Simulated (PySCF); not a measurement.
NMR data simulated for an unnamed compound:

¹H NMR (600 MHz, computed): δ 6.19 (m, 1H), 4.96 (m, 2H), 1.62 (br s, 1H).

¹³C{¹H} NMR (computed): δ 127.6 (CH).

- coordinates at the GFN2-xTB level
- PBE0/pcSseg-1 with gauge-including orbitals
- code: PySCF
- equivalent nuclei averaged, non-relativistic, no solvent model, one computed conformer

Referencing at the same level of theory: TMS for ¹H (31.72 ppm) and ¹³C (186.93 ppm).

Problem. Which of these does the molecule contain: a benzene ring, a nitrile, an S-methyl group, an OH group, a Si–H bond?

Solution. 
- A benzene ring: no.
- A nitrile: no.
- An S-methyl group: no.
- An OH group: yes (δH 1.62 (br s)).
- A Si–H bond: yes (δH 4.96 (m)).

The data belong to `InChI=1S/CH4F2OSi/c2-1(3)5-4/h1,4H,5H2`; they needn't prove each group on their own.

Carbon signals by region: 1 in the sp2 and nitrile region (100–160 ppm).

OH and NH positions are those of a molecule without intermolecular hydrogen bonds; in solution they move with solvent, concentration and temperature, and exchange usually removes their couplings. Splittings by ¹⁹F in the carbon and heteronuclear signals aren't shown, as no couplings were computed. Shifts are as computed. Against solution values, carbons near 30 ppm lie about +3 ppm off and those near 130 ppm about +5 ppm. Of 1211 compounds with measured shifts, 218 miss one by over three times the rms of a fit or turn the order of signals round; such compounds aren't used in these exercises. Multiplicities follow the n + 1 count of equivalent neighbours, as no J values were calculated; m marks all less simple cases, F and P coupling included.
